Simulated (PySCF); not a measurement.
Cl4Ta, charge +1, multiplicity 1. Atoms are numbered in the order given.

```xyz
5

Ta     0.0000     0.0000     0.0000
Cl     1.2809     1.2809    -1.2809
Cl    -1.2809     1.2809     1.2809
Cl    -1.2809    -1.2809    -1.2809
Cl     1.2809    -1.2809     1.2809
```
Charge +1, spin multiplicity 1.

Geometry optimised at PBE0-D3(BJ)/def2-SVP. The multiplicity is an assumed one; no other spin state was optimised. The isomer is the one that the SMILES or the coordinates give; other isomers of the formula were not compared. The def2 effective core potentials stand for the cores of Ta; spin–orbit coupling is left out.

Level of theory: PBE0-D3(BJ)/def2-SVP in PySCF.

Frequencies are harmonic and unscaled.

Modes within 1.5 cm⁻¹ of each other (mostly degenerate sets) share a row, with their intensities summed.

Computed normal modes with their intensities:
```json
[
 {"mode": "1–3", "ν (cm⁻¹)": "112", "IR (km/mol)": "1.0", "moving atoms (share of kinetic energy)": "Cl 79 %, Ta 21 %"},
 {"mode": "4–5", "ν (cm⁻¹)": "121", "IR (km/mol)": "0.0", "moving atoms (share of kinetic energy)": "Cl 100 %"},
 {"mode": "6", "ν (cm⁻¹)": "442", "IR (km/mol)": "0.0", "moving atoms (share of kinetic energy)": "Cl 100 %"},
 {"mode": "7–9", "ν (cm⁻¹)": "465", "IR (km/mol)": "189.2", "moving atoms (share of kinetic energy)": "Cl 77 %, Ta 23 %"}
]
```
